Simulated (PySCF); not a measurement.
## C₅H₃F₃: full NMR table

```
Formula                               : C5H3F3
SMILES                                : F/C=C(\F)C#CCF
Point group of the computed structure : Cs
Degrees of unsaturation               : 3
Carbon signals                        : 5
Proton signals                        : 2
```

Bonds (- single, = double, # triple, : aromatic): F1-C2 1.334 Å, C2=C3 1.333 Å, C3-F4 1.346 Å, C3-C5 1.412 Å, C5#C6 1.204 Å, C6-C7 1.447 Å, C7-F8 1.374 Å. C2 carries H9; C7 carries H10, H11. Stereochemistry as in F/C=C(\F)C#CCF.

- σ from GIAO-PBE0/pcSseg-1
- J: B3LYP/pcJ-1 (spin–dipole term only in couplings to heteroatoms)
- coordinates at the GFN2-xTB level
- run in PySCF
- rapidly exchanging positions averaged, relativity neglected, no solvent model, one computed conformer

References, each an isolated molecule treated in the same way: TMS for 1H (σ = 31.72 ppm), 13C (σ = 186.93 ppm); 19F (σ = 170.95 ppm) vs CFCl3.

```tsv
carbon	δC, type	δH (multiplicity, J in Hz)	HMBC from (abs. J ≥ 3 Hz)	span of the C tensor (ppm)
C2	151.8, CH	6.96 (ddt, 77.7, 10.3, 1.6)	–	129
C3	141.8, C	–	H9	123
C5	86.0, C	–	H10/H11	232
C6	100.2, C	–	H10/H11	223
C7	73.3, CH2	5.57 (ddd, 52.8, 3.8, 1.6)	–	83
```

Other nuclei:
```
atoms  nucleus                environment  δ (ppm)  σ (ppm)
   F1      19F           vinylic fluorine   -143.0    314.0
   F4      19F           vinylic fluorine   -148.1    319.0
   F8      19F  fluorine on an sp3 carbon   -252.5    423.5
```

Selected couplings (Hz, signed; the shortest-range and largest first, 30 at most; isotopes 19F, 13C, 1H): 1J(F1,C2) -347.3, 1J(C3,F4) -314.0, 1J(C7,F8) -229.3, 1J(C2,H9) 214.4, 1J(C5,C6) 206.2, 1J(C7,H10) 160.0, 1J(C3,C5) 124.1, 1J(C2,C3) 113.8, 1J(C6,C7) 84.1, 2J(F1,H9) 77.7, 2J(F8,H10) 52.8, 2J(F4,C5) 28.0, 2J(C2,C5) 18.5, 2J(C2,F4) 16.8, 2J(F1,C3) 15.8, 2J(C3,C6) 15.4, 2J(C5,C7) 12.9, 2J(C6,F8) 12.4, 3J(C5,F8) 10.8, 3J(F4,H9) 10.3, 3J(F1,F4) -7.6, 3J(C2,C6) 5.3, 3J(F4,C6) 3.8, 3J(F1,C5) 1.5, 3J(C3,C7) 1.5, 4J(F1,C6) 15.2, 4J(C3,F8) -2.8, 4J(F4,C7) -1.1.

1. Carbon types of the structure: 3 × C, 1 × CH, 1 × CH2, which accounts for all hydrogens.
2. δC 151.8: alkene CH; as expected for a trigonal carbon in a double bond.
3. δC 141.8: fully substituted alkene carbon; as expected for a trigonal carbon in a double bond.
4. δC 100.2, 86.0: alkyne carbon; the triple bond shields along its axis, which puts it between sp3 and sp2 carbons.
5. δC 73.3: propargylic sp3 CH2 bonded to F; deshielded by the electronegative neighbour.
6. δH 5.57: hydrogen on a propargylic sp3 CH2 bonded to F; its carbon carries F, hence the downfield position.

C–F couplings over four or more bonds (about 3 Hz to the para carbon of a fluoroarene) are left out. Common functionals overestimate the size of one-bond C–F couplings by tens of Hz; these are unscaled. Splittings below 1 Hz are ignored in the labels, and close J values are merged. Shifts are as computed. Against solution values, carbons near 30 ppm lie about +3 ppm off and those near 130 ppm about +5 ppm. Of 1309 compounds with measured shifts, 239 miss one by over three times the rms of a fit or turn the order of signals round; such compounds aren't used in these exercises. Unscaled 19F shifts against computed CFCl3 carry errors that often reach 10 to 50 ppm.
